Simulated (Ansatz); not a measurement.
W(NH)2(NH2)2 (WN4H6). The state is a singlet with charge 0. Geometry PBE-D4/def2-SVP; atoms count from 1.

```xyz
11

W    -0.164    0.047    0.127
N    -1.350    1.294   -0.319
H    -2.177    1.888   -0.216
N    -0.402   -0.791    1.677
H    -0.856   -1.017    2.566
N     1.589    0.945    0.232
H     2.355    0.650    0.843
H     1.828    1.807   -0.264
N    -0.238   -1.333   -1.279
H    -0.556   -1.167   -2.238
H    -0.030   -2.324   -1.130
```

In the def2 sets W takes a core potential; there is no spin–orbit coupling.

Question: Estimate the Mulliken populations from the PBE0/def2-TZVP orbitals of Ansatz.

Answer: 
```tsv
atom	charge (e)	d electrons
W1	1.23	3.58
N2	-0.63	–
H3	0.24	–
N4	-0.63	–
H5	0.24	–
N6	-0.74	–
H7	0.26	–
H8	0.26	–
N9	-0.74	–
H10	0.26	–
H11	0.26	–
```
Mulliken values and Mayer orders depend strongly on the basis.

Question: And the Mayer bond orders between bonded heavy atoms (over 0.3)?

Answer: W1–N2 2.11 (1.78 Å); W1–N4 2.11 (1.78 Å); W1–N6 1.10 (1.97 Å); W1–N9 1.10 (1.97 Å).
